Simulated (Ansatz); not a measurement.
Relaxation of Cl2F2H3PTi (9 atoms, charge 0, multiplicity 1), to a largest force component of 0.03 eV/Å in at most 50 steps.

Level of theory: RKS PBE0-D4/def2-SVP (Ansatz 0.2.0).

```xyz
9
Properties=species:S:1:pos:R:3
Ti 0.137 0.563 -0.384
Cl 0.876 -0.449 2.956
F 1.495 -0.473 -0.618
Cl -0.417 1.541 -2.239
F -1.246 -0.201 0.303
P 0.782 2.385 1.084
H 2.158 2.003 0.962
H 0.836 3.361 0.043
H 0.318 0.754 3.083
```

Task: Where does it end, and by what steps?

Result: The forces met the threshold. The force dipped under the threshold on the way, but the program's further checks kept it going. After 25 steps the energy has fallen by 0.088 eV; H9 moved furthest, 1.25 Å.

| step | energy less start (eV) | largest force component (eV/Å) | accepted |
| --- | --- | --- | --- |
| 0 | 0.0000 | 1.010 | yes |
| 1 | -0.0086 | 1.019 | yes |
| 2 | 0.0235 | 1.490 | no |
| 3 | -0.0469 | 0.207 | yes |
| 4 | -0.0542 | 0.066 | yes |
| 5 | -0.0566 | 0.044 | yes |
| 6 | -0.0457 | 0.465 | no |
| 7 | -0.0581 | 0.034 | yes |
| 8 | -0.0585 | 0.184 | yes |
| 9 | -0.0603 | 0.062 | yes |
| 10 | -0.0605 | 0.043 | yes |
| 11 | -0.0621 | 0.025 | yes |
| 12 | -0.0487 | 0.833 | no |
| 13 | -0.0629 | 0.227 | yes |
| 14 | -0.0645 | 0.127 | yes |
| 15 | -0.0661 | 0.026 | yes |
| 16 | -0.0656 | 0.548 | no |
| 17 | -0.0685 | 0.123 | yes |
| 18 | -0.0699 | 0.356 | yes |
| 19 | -0.0774 | 0.094 | yes |
| 20 | -0.0780 | 0.073 | yes |
| 21 | -0.0788 | 0.553 | yes |
| 22 | -0.0840 | 0.333 | yes |
| 23 | -0.0878 | 0.023 | yes |
| 24 | -0.0881 | 0.033 | yes |
| 25 | -0.0885 | 0.018 | yes |

```xyz
9
Properties=species:S:1:pos:R:3
Ti 0.166 0.661 -0.155
Cl 1.034 -0.131 2.813
F 1.505 -0.383 -0.462
Cl -0.638 1.364 -2.043
F -1.150 -0.020 0.767
P 0.882 2.758 0.868
H 2.196 2.218 1.050
H 1.186 3.329 -0.409
H -0.242 -0.312 2.760
```

Whether the end is a true minimum wasn't checked by a vibrational analysis.

The run took 71 s on 4 threads of AMD EPYC 7B13 (Zen 3) (shared host), peak memory 0.4 GiB.
